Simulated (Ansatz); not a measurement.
AlH4, SMILES [AlH4-], charge -1.

Geometry optimised at PBE0-D3(BJ)/def2-TZVPD. The isomer is the one that the SMILES or the coordinates give; other isomers of the formula were not compared.

Two levels are set side by side: PBE/def2-TZVPD (Ansatz, a first-principles code) and PBE0/def2-TZVPD (Ansatz). Energy differences of separate SCF runs at the same geometry; the states with an electron removed or added have multiplicity 2. Differences are taken from unrounded values.

```
quantity                           PBE0
---------------------------------  ----
vertical ionisation energy (eV)    4.44
vertical singlet–triplet gap (eV)  5.37
```

Problem. What does PBE give, and how far is it from PBE0? (An estimate is asked for; the answer gives what the named calculation found.)

Solution. 
```csv
quantity,PBE,PBE minus PBE0
vertical ionisation energy (eV),4.12,-0.32
vertical singlet–triplet gap (eV),4.97,-0.40
```
